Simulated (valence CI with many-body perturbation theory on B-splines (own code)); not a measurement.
## Yb⁵⁷⁺: calculated level list

Calculated by configuration interaction combined with many-body perturbation theory (CI+MBPT): three valence electrons over a frozen Dirac-Fock core [Ne], radial functions for each j: 11 s, 11 p, 9 d, 7 f, 5 g, 2 h, 1 i, with the one-electron correlation potential Σ1 (screened to all orders), the two-electron term Σ2, the three-electron term Σ3, Breit, model QED; selected single and double excitations, second order for the rest (own B-spline code, finite nucleus).

No measured spectrum was set against this ion. As an estimate, large intervals hold to a few tenths of a per cent, small ones and those within an open d or f shell to about a per cent.

Levels 1 to 45 of 68, with energies above the lowest level, (3s^2 3p1/2) J=1/2. "Leading %" is the weight of the configuration and term that name the level; weights of strongly mixed levels are sums over their largest components and can fall short. In the jj column 3d3/2^4 stands for four electrons in 3d with j = 3/2.

| No. | Configuration | Term | J | E (× 10³ cm⁻¹) | Leading % | g | Leading jj | Second component |
| --- | --- | --- | --- | --- | --- | --- | --- | --- |
| 1 | 3s²3p | ²P° | 1/2 | 0.00 | 100 | 0.649 | 3s^2 3p1/2 (100 %) |  |
| 2 | 3s3p² | ⁴P | 1/2 | 1234.3 | 54 | 2.132 | 3s 3p1/2^2 (99 %) | 30 % 3s3p² ²S |
| 3 | 3s²3p | ²P° | 3/2 | 2251.4 | 99 | 1.322 | 3s^2 3p3/2 (99 %) |  |
| 4 | 3s3p² | ⁴P | 3/2 | 3261.9 | 89 | 1.634 | 3s 3p1/2 3p3/2 (99 %) | 8 % 3s3p² ²D |
| 5 | 3s3p² | ²D | 5/2 | 3396.9 | 60 | 1.340 | 3s 3p1/2 3p3/2 (98 %) | 38 % 3s3p² ⁴P |
| 6 | 3s3p² | ²D | 3/2 | 3559.5 | 52 | 0.964 | 3s 3p1/2 3p3/2 (82 %) | 28 % 3s3p² ²P |
| 7 | 3s3p² | ²P | 1/2 | 3634.0 | 70 | 1.252 | 3s 3p1/2 3p3/2 (98 %) | 29 % 3s3p² ⁴P |
| 8 | 3s²3d | ²D | 3/2 | 4004.9 | 82 | 0.828 | 3s^2 3d3/2 (82 %) | 10 % 3s3p² ²D |
| 9 | 3s²3d | ²D | 5/2 | 4452.3 | 96 | 1.200 | 3s^2 3d5/2 (96 %) |  |
| 10 | 3p³ | ²P° | 3/2 | 4776.8 | 31 | 1.123 | 3p1/2^2 3p3/2 (64 %) | 19 % 3p³ ²D° |
| 11 | 3s3p3d | ⁴F° | 3/2 | 4884.8 | 64 | 0.662 | 3s 3p1/2 3d3/2 (77 %) | 10 % 3p³ ²P° |
| 12 | 3s3p3d | ⁴F° | 5/2 | 4980.6 | 44 | 1.025 | 3s 3p1/2 3d3/2 (98 %) | 29 % 3s3p3d ²F° |
| 13 | 3s3p3d | ⁴D° | 1/2 | 5178.2 | 59 | 0.392 | 3s 3p1/2 3d3/2 (99 %) | 34 % 3s3p3d ²P° |
| 14 | 3s3p3d | ⁴D° | 3/2 | 5221.3 | 35 | 1.290 | 3s 3p1/2 3d3/2 (86 %) | 20 % 3s3p3d ⁴P° |
| 15 | 3s3p3d | ⁴P° | 5/2 | 5494.6 | 38 | 1.350 | 3s 3p1/2 3d5/2 (99 %) | 30 % 3s3p3d ⁴D° |
| 16 | 3s3p3d | ⁴F° | 7/2 | 5596.3 | 44 | 1.240 | 3s 3p1/2 3d5/2 (98 %) | 32 % 3s3p3d ²F° |
| 17 | 3s3p² | ⁴P | 5/2 | 5609.9 | 59 | 1.424 | 3s 3p3/2^2 (98 %) | 40 % 3s3p² ²D |
| 18 | 3s3p3d | ²F° | 5/2 | 5675.4 | 51 | 1.038 | 3s 3p1/2 3d5/2 (97 %) | 20 % 3s3p3d ²D° |
| 19 | 3s3p3d | ²D° | 3/2 | 5714.7 | 37 | 1.110 | 3s 3p1/2 3d5/2 (88 %) | 35 % 3s3p3d ²P° |
| 20 | 3s3p² | ²S | 1/2 | 5887.4 | 68 | 1.913 | 3s 3p3/2^2 (99 %) | 17 % 3s3p² ⁴P |
| 21 | 3s3p² | ²P | 3/2 | 5938.5 | 61 | 1.193 | 3s 3p3/2^2 (98 %) | 30 % 3s3p² ²D |
| 22 | 3p²3d | ²D | 3/2 | 6371.3 | 40 | 0.773 | 3p1/2^2 3d3/2 (99 %) | 35 % 3p²3d ⁴F |
| 23 | 3p³ | ²D° | 5/2 | 6978.5 | 70 | 1.167 | 3p1/2 3p3/2^2 (70 %) | 13 % 3s3p3d ²D° |
| 24 | 3p²3d | ²D | 5/2 | 6988.9 | 32 | 1.192 | 3p1/2^2 3d5/2 (98 %) | 21 % 3p²3d ⁴D |
| 25 | 3p³ | ⁴S° | 3/2 | 7012.7 | 49 | 1.413 | 3p1/2 3p3/2^2 (92 %) | 44 % 3p³ ²D° |
| 26 | 3p³ | ²P° | 1/2 | 7137.6 | 82 | 0.709 | 3p1/2 3p3/2^2 (82 %) | 14 % 3s3p3d ²P° |
| 27 | 3s3p3d | ⁴D° | 3/2 | 7237.2 | 43 | 1.295 | 3s 3p3/2 3d3/2 (98 %) | 36 % 3s3p3d ⁴P° |
| 28 | 3s3p3d | ⁴P° | 1/2 | 7249.8 | 82 | 2.190 | 3s 3p3/2 3d3/2 (96 %) | 15 % 3s3p3d ⁴D° |
| 29 | 3s3p3d | ⁴D° | 5/2 | 7261.9 | 43 | 1.230 | 3s 3p3/2 3d3/2 (80 %) | 22 % 3s3p3d ⁴F° |
| 30 | 3s3p3d | ⁴F° | 7/2 | 7287.5 | 42 | 1.239 | 3s 3p3/2 3d3/2 (92 %) | 34 % 3s3p3d ²F° |
| 31 | 3s3p3d | ²D° | 3/2 | 7491.0 | 63 | 0.983 | 3s 3p3/2 3d3/2 (86 %) | 22 % 3s3p3d ⁴P° |
| 32 | 3s3p3d | ⁴F° | 9/2 | 7594.5 | 100 | 1.322 | 3s 3p3/2 3d5/2 (100 %) |  |
| 33 | 3s3p3d | ²F° | 5/2 | 7598.0 | 67 | 0.958 | 3s 3p3/2 3d3/2 (91 %) | 8 % 3s3p3d ⁴F° |
| 34 | 3s3p3d | ²P° | 1/2 | 7635.5 | 66 | 0.608 | 3s 3p3/2 3d3/2 (86 %) | 21 % 3s3p3d ⁴D° |
| 35 | 3s3p3d | ²D° | 5/2 | 7767.7 | 47 | 1.337 | 3s 3p3/2 3d5/2 (96 %) | 38 % 3s3p3d ⁴P° |
| 36 | 3s3p3d | ²F° | 7/2 | 7838.1 | 62 | 1.230 | 3s 3p3/2 3d5/2 (93 %) | 32 % 3s3p3d ⁴D° |
| 37 | 3s3p3d | ²P° | 3/2 | 7859.4 | 43 | 1.153 | 3s 3p3/2 3d5/2 (86 %) | 39 % 3s3p3d ²D° |
| 38 | 3s3p3d | ²F° | 7/2 | 7979.3 | 71 | 1.197 | 3s 3p3/2 3d5/2 (98 %) | 20 % 3s3p3d ⁴D° |
| 39 | 3s3p3d | ²P° | 1/2 | 8053.6 | 84 | 0.705 | 3s 3p3/2 3d5/2 (92 %) | 6 % 3p³ ²P° |
| 40 | 3s3p3d | ²P° | 3/2 | 8131.6 | 77 | 1.301 | 3s 3p3/2 3d5/2 (98 %) | 8 % 3s3p3d ⁴P° |
| 41 | 3s3p3d | ²D° | 5/2 | 8150.1 | 63 | 1.114 | 3s 3p3/2 3d5/2 (94 %) | 22 % 3s3p3d ²F° |
| 42 | 3p²3d | ²F | 5/2 | 8426.3 | 50 | 0.939 | 3p1/2 3p3/2 3d3/2 (92 %) | 36 % 3p²3d ⁴F |
| 43 | 3p²3d | ⁴F | 3/2 | 8485.3 | 40 | 0.908 | 3p1/2 3p3/2 3d3/2 (98 %) | 24 % 3p²3d ⁴D |
| 44 | 3p²3d | ⁴D | 1/2 | 8506.1 | 81 | 0.167 | 3p1/2 3p3/2 3d3/2 (99 %) | 16 % 3p²3d ²P |
| 45 | 3p²3d | ²G | 7/2 | 8536.1 | 50 | 1.027 | 3p1/2 3p3/2 3d3/2 (94 %) | 26 % 3p²3d ²F |

The ionisation energy to 3s² ¹S0 of the next ion comes out as 5861.6 eV (NIST: 5860 ± 6 eV (theoretical)). All 68 levels together are meant to be complete up to 9823.5 × 10³ cm⁻¹.
